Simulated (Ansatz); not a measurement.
Reaction (atomization): `O[SiH](O)O[Si](F)(F)F` → 3 F• + 3 H• + 3 O• + 2 Si•

Gas-phase electronic energies from Ansatz, PBE0-D4/def2-TZVP geometries. CCSD(T)/CBS adds triple-zeta CCSD(T) − MP2 to the extrapolated MP2 energy (def2 sets, frozen cores). This one scheme is used for every species, atoms too. Functionals use def2-TZVPP. No spin–orbit coupling; open shells (•) take unrestricted orbitals. Spin–orbit coupling would lower the free atoms: a little for F, O, Si. Each species was taken in one conformer, which may not be the lowest.

```csv
level,ΔE (eV)
ωB97X-V,51.05
MP2/def2-QZVPP,53.04
```

Question: What does CCSD(T)/CBS give? (Estimate.)

Answer: Ansatz gave: +51.52 eV. The listed levels differ from it by -0.47, 1.52 eV.

Largest T1 diagnostic among the species: 0.012.

From PBE to PBE0 (25 % exact exchange), in def2-TZVPP and without D4, ΔE moves by −1.24 eV: exact exchange takes away binding that semilocal exchange gives to molecules. Leaving LDA and LC-ωPBE aside and taking each functional with its dispersion term where it has one, the values, not all of them listed here, spread over 2.69 eV, from BHLYP-D4 to PBE-D4. LDA lies +7.55 eV from PBE without D4, its usual overbinding. The D4 term adds +0.47 eV with B3LYP and +0.25 eV with PBE0; it sums over pairs of atoms, weighted by their polarisabilities, and B3LYP, whose exchange is more repulsive, gets the larger term.

B3LYP here is the variant with VWN-RPA as its local correlation; programs differ in this.

For atomizations the MP2-based limit and the directly extrapolated one differ by several kJ/mol either way, and by 10 to 25 for some Ge, Se and Sn compounds, so smaller differences from it don't rank the levels.
